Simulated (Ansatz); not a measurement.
Computed with Ansatz on PBE0-D4/def2-TZVP structures; ΔE is electronic, products minus reactants. CBS: MP2 limit from def2 TZ/QZ plus the TZ coupled-cluster correction, frozen cores. Functionals use def2-TZVPP. B3LYP here is the variant with VWN-RPA as its local correlation; programs differ in this. Elements past krypton have def2 core potentials. For Te outer-core shells are correlated without core-valence functions, which leaves a few kJ/mol of doubt a bond. Each species was taken in one conformer, which may not be the lowest.

`[SiH3][SiH2][TeH]` + `OCF` → `FCO[SiH2][SiH3]` + H₂Te  (ligand exchange at the Si–Te bond)

Task: Is it downhill or uphill in electronic energy at CCSD(T)/CBS, and by how much? (Best estimate.)

Result: Computed: Downhill: ΔE = -7.6 kJ/mol.

Task: What do these levels give: r2SCAN-D4, PBE0-D4, r2SCAN, PBE0, B3LYP, CCSD/def2-TZVPP, CCSD(T)/def2-TZVPP, HF/def2-QZVPP, SCS-MP2/def2-QZVPP, HF/CBS(def2), MP2/CBS(def2), CCSD/CBS(def2)? (An estimate is asked.)

Result: Computed: r2SCAN-D4 -10.5, PBE0-D4 0.3, r2SCAN -10.1, PBE0 0.0, B3LYP -16.2, CCSD/def2-TZVPP -17.6, CCSD(T)/def2-TZVPP -15.2, HF/def2-QZVPP -27.1, SCS-MP2/def2-QZVPP -11.5, HF/CBS(def2) -27.2, MP2/CBS(def2) -0.3, CCSD/CBS(def2) -10.0 kJ/mol.

Largest T1 diagnostic among the species: 0.013.

In def2-TZVPP, CCSD(T) changes the Hartree–Fock value by +10.6 kJ/mol (the triples alone add +2.4 kJ/mol) and MP2 by +17.9 kJ/mol.
